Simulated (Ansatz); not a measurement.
H₆OSiZr, SMILES [ZrH3][O][SiH3], multiplicity 1.

Geometry optimised at B3LYP-D3(BJ)/def2-SVP. The spin state was assumed, not searched. The structure was generated by enumeration; whether it is a known compound was not checked. The def2 effective core potentials stand for the cores of Zr; spin–orbit coupling is left out.

Two levels are set side by side: PBE/def2-SVPD (Ansatz, an electronic-structure program) and PBE0/def2-SVPD (Ansatz). Energy differences of separate SCF runs at the same geometry; the states with an electron removed or added have multiplicity 2 and 2. Differences are taken from unrounded values.

| quantity | PBE0 |
|---|---|
| vertical ionisation energy (eV) | 10.17 |
| vertical singlet–triplet gap (eV) | 3.88 |

**Question.** What does PBE give, and how far is it from PBE0? (Estimate from the structure and the level; the computed values follow.)

**Answer.** 
```csv
quantity,PBE,PBE minus PBE0
vertical ionisation energy (eV),9.66,-0.51
vertical singlet–triplet gap (eV),3.66,-0.22
```
